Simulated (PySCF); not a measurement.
# Computed vibrations of Sm(NH2)3

Sm(NH2)3 (singlet in the valence; each metal's 4f electrons, 5 of them, lie in its core potential, out of spins and levels). PySCF 2.14.0, RKS PBE0, Sm lcecp-1-SVP with ECP51, N def2-SVP, H def2-SVP; non-relativistic Hamiltonian with scalar-relativistic core potentials where named; density fitting; no spin-orbit coupling. Central differences of gradients.

```xyz
10

Sm    0.0000    0.0000    0.0000
N     2.2544    0.0000    0.0000
H     2.8841    0.0000    0.8041
H     2.8841    0.0000   -0.8041
N    -1.1272    1.9523    0.0000
H    -1.4421    2.4977    0.8041
H    -1.4421    2.4977   -0.8041
N    -1.1272   -1.9523    0.0000
H    -1.4420   -2.4977    0.8041
H    -1.4420   -2.4977   -0.8041
```

Run from Python with OMP_NUM_THREADS=2. Where DIIS fails, smearing, a level shift and second-order steps follow.
It took 75 s on 2 threads of Intel(R) Xeon(R) Platinum 8259CL CPU @ 2.50GHz (Skylake/Cascade Lake) (shared host).

(1) What are the harmonic wavenumbers and infrared intensities?

(2) Is this a minimum?

An lcecp potential fixes the number of 4f electrons, so in runs with it no electron can move into or out of that shell.

Results:

(1) Modes are labelled in D3h; negative numbers are unstable modes, those under 60 cm⁻¹ near the noise; a finer grid moves soft modes by up to 10 cm⁻¹.
```
cm⁻¹  km/mol  symmetry
-462       –       e''
-462       –       e''
-437       –      a1''
-106       –      a2''
 110     0.0        e'
 110     0.0        e'
 282     0.0       e''
 282     0.0       e''
 286   162.7      a2''
 384     0.0       a2'
 424   285.9        e'
 424   285.9        e'
 495   209.8        e'
 495   209.8        e'
 524     0.0       a1'
1524    29.1        e'
1524    29.1        e'
1525     0.0       a1'
3528    12.4        e'
3528    12.4        e'
3529     0.0       a1'
3602     0.0       e''
3602     0.0       e''
3602     5.5      a2''
```

(2) No: 4 unstable; the lowest moves the atoms so:
```
Sm   0.00  0.00  0.00
N    0.00  0.00 -0.01
H   -0.01  0.57  0.00
H    0.01 -0.57  0.00
N    0.00  0.00  0.03
H    0.15  0.13  0.00
H   -0.15 -0.13  0.00
N    0.00  0.00 -0.03
H   -0.30  0.21  0.00
H    0.30 -0.21  0.00
```
